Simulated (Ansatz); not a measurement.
Ansatz (a program for electronic structure) input file for Be2H2, SMILES [BeH][BeH], PBE-D3(BJ)/def2-TZVPD. 

Ansatz 0.2 input:
```yaml
crystal:
  periodic: [false, false, false]
  atoms:
    - {symbol: H, position_ang: [0.00000000, 0.00000000, -2.39694392]}
    - {symbol: Be, position_ang: [0.00000000, 0.00000000, -1.05137126]}
    - {symbol: Be, position_ang: [0.00000000, 0.00000000, 1.05137126]}
    - {symbol: H, position_ang: [0.00000000, 0.00000000, 2.39694392]}
basis:
  gaussian:
    orbitals: def2-TZVPD
hamiltonian:
  xc: pbe
  dispersion: d3bj
relax: {f_tol: 0.002, max_steps: 200}
```

It prints:

```
WARN ansatz: RAYON_NUM_THREADS=1 ignored (pool sized by the plan → 1); use --threads N
Functional definition: PBE
integrals: 0.01 GiB planned
416 factors; their error is unknown
mean field: 0.10 GiB planned
mean field evaluation 1: about -830.1111 eV, gradient 1.5e1 eV
mean field evaluation 2: about -830.8192 eV, gradient 7.5e0 eV
mean field evaluation 4: about -831.0982 eV, gradient 1.1e-1 eV
mean field evaluation 8: about -831.0902 eV, gradient 6.2e-3 eV
mean field -831.09018913 eV, -30.5420011173 hartree, gradient 2.5e-5 eV, S^2 0.000000; 0 other end points of the search recorded, 0 dependent functions left out
the calculation of the forces begins
reference -831.09023350 eV, -30.5420027479 hartree; 5, 5 occupied and 57, 57 virtual orbitals, 416 factors
relax step   1: F+E_penalty+E_count = -831.12667727 eV  Δ(F+E_penalty+E_count) = +0.000e0 eV  max|allowed force component| = 7.093e-2 eV/Å  Δτ_max = 0.0000 Å  (24 SCF iters, accepted)
these checks for a lower state are left out or cut short: starts, cluster_reference, orbital_swaps, neighbouring_geometries, increment
integrals: 0.01 GiB planned
416 factors; their error is unknown
mean field: 0.10 GiB planned
mean field evaluation 16: about -831.0905 eV, gradient 4.6e-5 eV
mean field -831.09054899 eV, -30.5420143420 hartree, gradient 6.9e-6 eV, S^2 0.000000; 0 other end points of the search recorded, 0 dependent functions left out
the calculation of the forces begins
reference -831.09059330 eV, -30.5420159703 hartree; 5, 5 occupied and 57, 57 virtual orbitals, 416 factors
relax step   2: F+E_penalty+E_count = -831.12701087 eV  Δ(F+E_penalty+E_count) = -3.336e-4 eV  max|allowed force component| = 2.214e-2 eV/Å  Δτ_max = 0.0044 Å  (23 SCF iters, accepted)
these checks for a lower state are left out or cut short: starts, cluster_reference, orbital_swaps, neighbouring_geometries, increment
integrals: 0.01 GiB planned
416 factors; their error is unknown
mean field: 0.10 GiB planned
mean field -831.09058119 eV, -30.5420155254 hartree, gradient 1.7e-5 eV, S^2 0.000000; 0 other end points of the search recorded, 0 dependent functions left out
the calculation of the forces begins
reference -831.09062548 eV, -30.5420171529 hartree; 5, 5 occupied and 57, 57 virtual orbitals, 416 factors
relax step   3: F+E_penalty+E_count = -831.12703901 eV  Δ(F+E_penalty+E_count) = -2.814e-5 eV  max|allowed force component| = 1.856e-3 eV/Å  Δτ_max = 0.0012 Å  (21 SCF iters, accepted)
integrals: 0.01 GiB planned
416 factors; their error is unknown
mean field: 0.10 GiB planned
mean field evaluation 32: about -831.0949 eV, gradient 8.7e-1 eV
mean field -831.09058119 eV, -30.5420155254 hartree, gradient 1.7e-5 eV, S^2 0.000000; 1 other end points of the search recorded, 0 dependent functions left out
the calculation of the forces begins
reference -831.09062548 eV, -30.5420171529 hartree; 5, 5 occupied and 57, 57 virtual orbitals, 416 factors
Total energy: -831.12708330 eV, -30.5433569530 hartree
Atom 0 at    -0.000000    -0.000000    -2.402505 Å, force     0.000000    -0.000000     0.000264 eV/Å
Atom 1 at     0.000000     0.000000    -1.051867 Å, force    -0.000000     0.000000    -0.001856 eV/Å
Atom 2 at    -0.000000    -0.000000     1.051867 Å, force    -0.000000    -0.000000     0.001856 eV/Å
Atom 3 at     0.000000     0.000000     2.402505 Å, force     0.000000     0.000000    -0.000264 eV/Å
Dipole moment:     0.000000     0.000000    -0.000000 e Å
```

Self-consistency was reached.

Cost: roughly 1.6 core-seconds.
